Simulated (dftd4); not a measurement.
C3H5, doublet, geometry from GFN2-xTB; D4 for revpbe run with dftd4.

dftd4 was given this input:
```
$ dftd4 mol.xyz --func revpbe --charge 0 --json dftd4.json --noedisp --property

# file mol.xyz
8

C      1.32121213    -0.04752068     0.20924314
C      0.07464245    -0.36098549     0.06857136
C     -1.23496167     0.20321704    -0.22073506
H      2.07780923    -0.78307192     0.44125838
H      1.70897339     0.97054785     0.10719621
H     -1.18325846     1.28763184    -0.38459813
H     -1.65268621    -0.25836983    -1.11613906
H     -1.91619542     0.01499689     0.60980591
```

It wrote (shortened):

```
                    ____  _____ _____     ____  _  _
      -------------|  _ \|  ___|_   _|---|  _ \| || |------------
     |             | | | | |_    | | ___ | | | | || |_           |
     |             | |_| |  _|   | ||___|| |_| |__   _|          |
     |             |____/|_|     |_|     |____/   |_|            |
     |             ===================================           |
     |            E. Caldeweyher, S. Ehlert & S. Grimme          |
     |          Mulliken Center for Theoretical Chemistry        |
     |                    University of Bonn                     |
      -----------------------------------------------------------

Rational (Becke-Johnson) damping: revpbe-D4-ATM
---------------------
  s6         1.0000
  s8         1.7468
  s9         1.0000
  a1         0.5363
  a2         3.0726
 alp        16.0000
--------------------

Atomic data, radii in Ångström:
------------------------------------------------------
   Z          R(cov)      r4/r2   hardness         EN
------------------------------------------------------
   6 C        1.0000     1.6431     0.4220     2.5500
   1 H        0.4267     1.0622     0.4726     2.2000
------------------------------------------------------

Atomic reference systems (in atomic units):
----------------------------------------------------------------------------
   Z        #      CN     q+Z       C6(AA)   #      CN     q+Z       C6(AA)
----------------------------------------------------------------------------
   6 C      1  0.0000  6.0000      49.3833   2  0.9189  5.8288      52.1688
            3  1.9079  5.8579      35.6972   4  2.8312  5.7775      35.8445
            5  3.7487  5.7435      28.6317   6  2.9183  5.8956      32.2504
            7  0.8556  6.2103      25.6194
   1 H      1  0.0000  1.0000       7.6362   2  0.8942  1.0000       3.0374
----------------------------------------------------------------------------

Atomic properties (in atomic units):
----------------------------------------------------------------------------
     #    Z              CN          q      C6(AA)        C8(AA)   alpha(0)
----------------------------------------------------------------------------
     1    6 C        2.8310    -0.1886     34.7389     1004.7081     9.6276
     2    6 C        1.9597    -0.1343     35.4414     1025.0268     9.6028
     3    6 C        3.7520    -0.1968     27.3213      790.1789     7.5432
     4    1 H        0.9256     0.1130      1.6706       20.1950     2.0212
     5    1 H        0.9240     0.1093      1.7027       20.5828     2.0406
     6    1 H        0.9235     0.0978      1.8053       21.8231     2.1012
     7    1 H        0.9245     0.0998      1.7872       21.6043     2.0906
     8    1 H        0.9245     0.0998      1.7872       21.6043     2.0906
----------------------------------------------------------------------------

Molecular properties (in atomic units):
----------------------------------------
 molecular C6                 560.1528
 molecular C8               13159.5064
----------------------------------------

Dispersion energy:      -1.3066497972251E-02 Eh

[Info] JSON dump of results written to 'dftd4.json'
```
